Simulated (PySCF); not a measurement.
C₅H₄N, SMILES [c]1ccncc1, multiplicity 2.

Coordinates come from a ωB97X-D3(BJ)/def2-SVP optimisation. The isomer is the one that the SMILES or the coordinates give; other isomers of the formula were not compared.

The numbers are results of CAM-B3LYP/def2-TZVP in PySCF, not measurements.

Computed frontier levels, dipole moment and polarisability:
The α spin, highest occupied and lowest empty level is -8.37 and 0.23 eV and the β spin, highest occupied and lowest empty level comes out as -9.09 and -1.49 eV. The dipole moment comes out as 1.21 D and the quadrupole, principal values (traceless, Buckingham form, about the centre of nuclear charge) comes out as -6.30, -4.24, 10.55 D·Å. The mean static polarisability is 58.9 bohr³ (8.73 Å³) and the polarisability, principal values is 35.3, 66.6, 74.9 bohr³. The ⟨S²⟩ comes out as 0.758 (pure state 0.75).
